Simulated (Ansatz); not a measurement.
The cluster Ag₂F⁺. The state is a triplet with charge 1. Geometry PBE-D4/def2-TZVP, that of the neutral doublet; atoms count from 1.

```xyz
3

Ag   -1.287    0.296   -0.672
Ag    0.357   -0.506    1.346
F     0.930    0.211   -0.674
```

In the def2 sets Ag takes a core potential; there is no spin–orbit coupling. At PBE0-D4/def2-TZVP a singlet of charge 1 lies 2.93 eV below the triplet at the same geometry. The structure comes from a short search, and lower isomers may exist.

Q: Estimate the Mulliken populations from the PBE0/def2-TZVP orbitals of Ansatz.

A: 
```json
{"atom": "Ag1", "charge (e)": "0.62", "spin (α − β)": "0.72", "d electrons": "9.74"}
{"atom": "Ag2", "charge (e)": "0.62", "spin (α − β)": "0.72", "d electrons": "9.73"}
{"atom": "F3", "charge (e)": "-0.23", "spin (α − β)": "0.56", "d electrons": "–"}
```
Mulliken values and Mayer orders depend strongly on the basis.

Q: Where does the spin sit?

A: Summed by element: Ag 1.44, F 0.56, of 2 unpaired in all. Largest on single atoms: Ag2 0.72, Ag1 0.72, F3 0.56.

Q: And the Mayer bond orders between bonded heavy atoms (over 0.3)?

A: Ag1–Ag2 0.76 (2.72 Å); Ag1–F3 0.38 (2.22 Å); Ag2–F3 0.38 (2.22 Å).
